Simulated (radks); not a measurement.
Re3+, 72 electrons, occupied as [Xe] 4f14 5d4. Calculated with a radial shooting solver on a logarithmic mesh with Libxc functionals: scalar-relativistic Kohn-Sham, PBE, spin-polarised, spherical densities, finite nucleus; open shells are filled with parallel spins first (spin-orbit coupling, left out, can overturn this in heavy ions); Fermi nuclear charge, rms radius 5.3698 fm.

Normalised radial functions P(r) = r R(r), r in bohr:

r	5s up	4f up
0.001836	0.1050	0.0000
0.002806	0.1371	0.0000
0.004322	0.1706	0.0000
0.006657	0.1932	0.0000
0.01025	0.1823	0.0001
0.01579	0.1057	0.0005
0.02413	-0.0523	0.0022
0.03717	-0.2454	0.0098
0.05726	-0.2829	0.0389
0.0882	0.0322	0.1335
0.1359	0.4227	0.3750
0.2076	0.1224	0.7979
0.3198	-0.5980	1.2364
0.4926	-0.1506	1.2954
0.7587	0.9887	0.9034
1.169	1.0124	0.4166
1.8	0.3428	0.1164
2.751	0.0381	0.0166
4.237	0.0008	0.0008

5s up: eigenvalue -115.72 eV, 4 radial nodes at r = 0.0214, 0.0856, 0.222, 0.520 bohr, <r> = 1.04 bohr, 90 % of the charge inside 1.49 bohr. 4f up: eigenvalue -72.255 eV, 0 radial nodes, <r> = 0.582 bohr, 90 % of the charge inside 0.958 bohr.
